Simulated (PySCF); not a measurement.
# Correlation energy of As+ (arsenic, charge +1)

[Ar] 3d10 4s1 4p3, high-spin 5S determinant (an excited configuration). Computed with PySCF 2.14 in x2c-TZVPPall (6s5p4d1f, 48 functions), with scalar relativity by spin-free X2C-1e. Frozen: [Ne]; 22 electrons correlated.

```json
{"level": "CCSD", "correlation energy (mhartree)": "-253.94"}
{"level": "(T)", "correlation energy (mhartree)": "-4.71"}
{"level": "CCSD(T)", "correlation energy (mhartree)": "-258.65"}
```

Diagnostics: T1 = 0.0050, D1 = 0.0107, largest double amplitude 0.044.

Q: Is a single reference adequate?

A: Yes, within this model without spin-orbit coupling: T1 lies below 0.03 and no double amplitude reaches 0.07.

This basis was not built for core-valence correlation, so the inner-shell part is incomplete.
